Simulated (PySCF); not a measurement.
## Computed properties of Si(H)(F)(Br)(OH) (BrFH₂OSi), SMILES O[SiH](F)Br

Si(H)(F)(Br)(OH) (BrFH₂OSi), SMILES Br[SiH](O)F. The structure is a stationary point at r2SCAN-D4/def2-SVP. One conformer was computed; it need not be the lowest. All values are computed for the isolated molecule unless a solvent is named; none is compared with measurement here.

**Structure.** All 12 harmonic modes at r2SCAN-D4/def2-SVP (PySCF) are real, so it is a minimum. With heavy atoms numbered as in [SiH:1]([OH:2])([F:3])[Br:4], the shortest bond between them is Si1–F3 at 1.616 Å and the longest Si1–Br4 at 2.216 Å.

**Vibrations.** The strongest infrared lines (harmonic, unscaled, degenerate partners summed) lie at 848 cm⁻¹ (198 km/mol, H 58 %, F 22 %, Si 15 %), 823 cm⁻¹ (188 km/mol, H 85 %), 982 cm⁻¹ (158 km/mol, Si 48 %, O 31 %, F 14 %). The softest mode is at 172 cm⁻¹ and the zero-point energy is 17.1 kcal/mol.

**Electronic structure.** ωB97X/def2-TZVPD (PySCF) places the frontier levels at -11.30 and 1.31 eV, a gap of 12.61 eV, and gives a dipole moment of 1.07 D and a mean polarisability of 50.1 bohr³.

**Excitations.** TDA-ωB97X/def2-SVPD (PySCF) has S1 at 7.80 eV (159 nm, f = 0.024, weak); the most intense of the 10 singlets computed lies at 9.13 eV (f = 0.10). T1 (TDA) is at 7.24 eV, 0.56 eV under S1. No vertical singlet excitation falls in the visible range (under 3.1 eV).

**NMR.** GIAO shifts at B3LYP/pcSseg-1 (PySCF) (non-relativistic, atoms alike by connectivity averaged): ¹H from 3.1 to 5.4 ppm against TMS; ²⁹Si at -22.5 ppm against TMS; ¹⁹F at -123.4 ppm against CFCl3. Without spin–orbit terms, shifts of atoms bonded to Cl or Br come out too high.
